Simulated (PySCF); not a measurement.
A structure optimised at PBE-D3(BJ)/def2-SVP, used in a PySCF frequency run:

```xyz
11

C      1.5741     0.0000     0.9668
Si     0.0000     0.0000    -0.0265
C     -1.5741     0.0000     0.9668
F      0.0000     1.3055    -1.0162
F      0.0000    -1.3055    -1.0162
H      1.6315    -0.8975     1.6154
H      2.4595     0.0000     0.3001
H      1.6315     0.8975     1.6154
H     -2.4595     0.0000     0.3001
H     -1.6315    -0.8975     1.6154
H     -1.6315     0.8975     1.6154
```

Write its SMILES, formula and point group.

C[Si](C)(F)F, C2H6F2Si, C2v

What are its rotational constants (standard atomic weights)?

3.6209, 3.3591, 3.2813 GHz
